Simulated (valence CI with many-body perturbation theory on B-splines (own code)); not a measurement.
**Forbidden lines of Hg XVI**

Computed by configuration interaction combined with many-body perturbation theory (CI+MBPT): five valence electrons over a frozen Dirac-Fock core [Kr] 4d10 4f14, radial functions for each j: 9 s, 9 p, 8 d, 6 f, 3 g, 1 h, with the one-electron correlation potential Σ1, the two-electron term Σ2, the three-electron term Σ3, Breit, model QED; selected CI, second order for the rest (own B-spline code, finite nucleus).

No measured spectrum was set against this ion. As an estimate, levels hold to about 250 cm⁻¹ or 0.2 % of their energy and the worst to 1 %, as in measured heavy ions of charge 2 to 7. The list stops below the first excitations out of the core. Only levels of the ground parity were solved; by the run's estimate the other parity begins above the list, which can be wrong where configurations are misplaced.

Lines 1 to 6 of 6 in falling wavelength, among levels below 290660 cm⁻¹, chosen from the decays that carry over 1 % of a level's rate. Wavelengths and rates use the calculated energies, so an error of 400 cm⁻¹ moves a line at 59.08 nm by 0.24 % and its rate by three times that or more. Electric multipoles are in the length gauge, E1 and E2 with the static RPA response of the core. S is in atomic units (e²a₀⁴ for E2 and M2, e²a₀⁶ for E3), for M1 in squared Bohr magnetons. Weak lines are less certain than strong ones. Lines between different terms over intervals too small for the method are left out, as are lines whose strength nearly cancels.

Levels are named by their leading jj configuration (3d3/2^4 stands for four electrons in 3d with j = 3/2), which in mixed levels can hold well under half, so a name can repeat and another be missing.

```json
{"λ vac (nm)": "59.08", "Upper": "(5s^2 5p1/2 5p3/2^2) J=3/2", "Lower": "(5s^2 5p1/2^2 5p3/2) J=3/2", "Type": "M1", "A (s⁻¹)": "9.73e+04", "S (a.u.)": "2.97e+00"}
{"λ vac (nm)": "59.08", "Upper": "(5s^2 5p1/2 5p3/2^2) J=3/2", "Lower": "(5s^2 5p1/2^2 5p3/2) J=3/2", "Type": "E2", "A (s⁻¹)": "1.05e+03", "S (a.u.)": "2.71e-01"}
{"λ vac (nm)": "53.05", "Upper": "(5s^2 5p1/2 5p3/2^2) J=5/2", "Lower": "(5s^2 5p1/2^2 5p3/2) J=3/2", "Type": "M1", "A (s⁻¹)": "1.78e+04", "S (a.u.)": "5.90e-01"}
{"λ vac (nm)": "53.05", "Upper": "(5s^2 5p1/2 5p3/2^2) J=5/2", "Lower": "(5s^2 5p1/2^2 5p3/2) J=3/2", "Type": "E2", "A (s⁻¹)": "4.95e+03", "S (a.u.)": "1.11e+00"}
{"λ vac (nm)": "46.92", "Upper": "(5s^2 5p1/2 5p3/2^2) J=1/2", "Lower": "(5s^2 5p1/2^2 5p3/2) J=3/2", "Type": "M1", "A (s⁻¹)": "7.53e+04", "S (a.u.)": "5.76e-01"}
{"λ vac (nm)": "46.92", "Upper": "(5s^2 5p1/2 5p3/2^2) J=1/2", "Lower": "(5s^2 5p1/2^2 5p3/2) J=3/2", "Type": "E2", "A (s⁻¹)": "6.33e+03", "S (a.u.)": "2.57e-01"}
```
